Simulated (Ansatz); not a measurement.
`[NH2][GeH3]` + `CNBF` → `C[N]([GeH3])BF` + NH₃ at 400 K and 1 bar (ligand exchange at a Ge–N bond).

Gas-phase electronic energies from Ansatz, PBE0-D4/def2-TZVP geometries. CCSD(T)/CBS is the MP2 limit (def2-TZVPP, def2-QZVPP) plus CCSD(T) − MP2 in def2-TZVPP, frozen cores. This one scheme is used for every species. For Ge outer-core shells are correlated without core-valence functions, which leaves a few kJ/mol of doubt a bond. Scalar relativity is left out up to krypton. Each species was taken in one conformer, which may not be the lowest.

```csv
species,CCSD(T)/CBS energy (Eh),H − E (kJ/mol),S (J/(mol·K))
`[NH2][GeH3]`,-2133.81884,149.5,296.9
`CNBF`,-220.44549,210.7,315.1
`C[N]([GeH3])BF`,-2297.75856,255.7,397.6
NH₃,-56.50880,104.2,203.1
```

H − E and S are ideal-gas, rigid-rotor, harmonic terms from PBE0-D4/def2-TZVP, for one conformer and one mirror image of each species. 1 Eh = 2625.50 kJ/mol, R = 8.31446 J/(mol·K).

By hand: ΔE, ΔH, ΔS and ΔG.

ΔE = (-2297.75856) + (-56.50880) − (-2133.81884) − (-220.44549) = -0.00303 Eh = -8.0 kJ/mol. Δ(H − E) = 255.7 + 104.2 − 149.5 − 210.7 = -0.3, so ΔH = -8.3 kJ/mol. ΔS = 397.6 + 203.1 − 296.9 − 315.1 = -11.3 J/(mol·K). ΔG = -8.3 − 400 × (-11.3)/1000 = -3.8 kJ/mol.

By hand: the equilibrium constant, and the temperature at which ΔG would vanish if ΔH and ΔS stayed fixed.

log₁₀ K = −ΔG/(RT ln 10) = 0.5. ΔG = 0 at ΔH/ΔS = 735 K, though so small a ΔH makes that figure unsure.

TΔS isn't small against ΔH here. The sign of ΔG lies within the doubt. A doubt of 5 kJ/mol in ΔE shifts log₁₀ K by 0.7 here. Other conformers and mirror images would add mixing entropy, several J/(mol·K) or more a flexible species. Modes under 60 cm⁻¹, often nearly free rotors, make the harmonic entropy too high. These are equilibria of isolated gas molecules and say nothing of rates. Largest T1 diagnostic: 0.012 (customary marks: 0.02 for closed shells, 0.045 for open ones).
